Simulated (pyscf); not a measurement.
PySCF, gas phase, ωB97X-D3(BJ)/def2-SVP geometries.

Task: How much does it cost (ΔH, 298 K, ωB97M-D3(BJ)/def2-TZVP) to split HO–Ge(OH)(OH)–SiH(F)–SiH₃ at its Ge–Si bond into HO–Ge•(OH)–OH + F–SiH•–SiH₃?

Result: Ge–Si to HO–Ge•(OH)–OH + F–SiH•–SiH₃: 290.8 kJ/mol. The 7 functionals that were run give +260.2 (PBE) to +317.9 kJ/mol (ωB97X-D3(BJ)/def2-TZVP). Other isomers of HO–Ge•(OH)–OH, F–SiH•–SiH₃ were not searched in full and may lie lower. Elements up to Kr have no core potential and no relativistic terms here.
